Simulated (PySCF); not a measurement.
Bonds (- single, = double, # triple, : aromatic): F1-C2, C2=C3, C3-C4, C4-C5, C5-C6, C6-F7, C6-F8, C6-F9, C5-Si10, Si10-C3. C2 carries H11; C4 carries H12, H13; C5 carries H14; Si10 carries H15, H16. Stereochemistry as in F/C=C1\C[C@H](C(F)(F)F)[SiH2]1. H12, H16 are cis to C6 on the ring; H13, H15 are trans to C6 on the ring.

PySCF 2.14.0 with density-fitted response routines calculation with shielding tensors at PBE0/pcSseg-1 (GIAO) and geometry: GFN2-xTB; non-relativistic Hamiltonian, single conformer, rapidly exchanging positions averaged, no solvent model.

Scale: 13C (σ = 186.93 ppm) against TMS (reference shieldings calculated alike).

Task: Do the 13C shifts follow the atomic charges (in e)? Tabulate both.

Result: 
| atoms | hybridisation | δ (ppm) | σ para (ppm) | Hirshfeld | IAO | Mulliken | ESP-fitted |
| --- | --- | --- | --- | --- | --- | --- | --- |
| C2 | sp2 | 162.5 | -221 | +0.04 | +0.16 | +0.34 | +0.01 |
| C6 | sp3 | 138.8 | -194 | +0.25 | +0.80 | +0.85 | +0.51 |
| C3 | sp2 | 116.0 | -194 | -0.12 | -0.33 | -0.55 | -0.19 |
| C5 | sp3 | 29.5 | -99 | -0.14 | -0.43 | -0.61 | -0.38 |
| C4 | sp3 | 29.3 | -90 | -0.07 | -0.26 | -0.09 | -0.13 |

Correlation coefficients of δ with charge over these carbons: Hirshfeld +0.63, IAO +0.66, Mulliken +0.62, ESP-fitted +0.63; with the paramagnetic shielding -0.99. With so few points, grouped by hybridisation, these coefficients are fragile. Charge is one influence among several: hybridisation and low-lying excitations act through the paramagnetic term.

Shifts are as computed. Against solution values, carbons near 30 ppm lie about +3 ppm off and those near 130 ppm about +5 ppm. Of 1309 compounds with measured shifts, 239 miss one by over three times the rms of a fit or turn the order of signals round; such compounds aren't used in these exercises.
